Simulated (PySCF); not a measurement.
Nb(NH)(F)2(NH2) (F2H3N2Nb), SMILES [Nb](=[NH])([F])([F])[NH2], multiplicity 1.

Geometry optimised at PBE0-D3(BJ)/def2-SVP. The multiplicity is an assumed one; other spin states were not compared. The def2 effective core potentials stand for the cores of Nb; spin–orbit coupling is left out. One conformer was computed; it need not be the lowest.

Method: PySCF with PBE/def2-TZVP.

Gas-phase values at a fixed geometry.

```yaml
total_energy: -368.04325 hartree
point_group: Cs
highest_occupied_level: -6.78 eV
lowest_empty_level: -2.03 eV
orbital_gap: 4.75 eV
dipole_moment: 2.52 D
quadrupole, principal values (traceless, Buckingham form, about the centre of nuclear charge): -12.25, 1.43, 10.83 D·Å
mean_static_polarisability: 53.6 bohr³ (7.95 Å³)
polarisability_principal_values: 45.4, 53.0, 62.4 bohr³
```
